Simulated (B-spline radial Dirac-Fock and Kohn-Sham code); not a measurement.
# The K (1s) hole of magnesium ions: width and yield against charge

Calculated with an atomic code on a B-spline grid, using independent-particle rates on relativistic LDA orbitals of the hole state (multipoles up to L = 3, Coulomb Auger matrix elements, transition energies from Dirac-Fock). Tabulated ground configurations, configuration averages; single configurations, so decays that open only by mixing (as 1s 2s² with 1s 2p² in Be-like ions) are missing and such tiny yields are far too low.

```
 ion  configuration  radiative (eV)  non-radiative (eV)     yield
  Mg       [Ne] 3s2          0.0104               0.341    0.0295
Mg²⁺   [He] 2s2 2p6          0.0105               0.338    0.0301
Mg³⁺   [He] 2s2 2p5         0.00957               0.290    0.0319
Mg⁴⁺   [He] 2s2 2p4         0.00838               0.236    0.0343
Mg⁵⁺   [He] 2s2 2p3         0.00685               0.178    0.0370
Mg⁶⁺   [He] 2s2 2p2         0.00497               0.124    0.0387
Mg⁷⁺   [He] 2s2 2p1         0.00269              0.0795    0.0328
Mg⁸⁺       [He] 2s2        6.49e-11              0.0559  1.16e-09
```
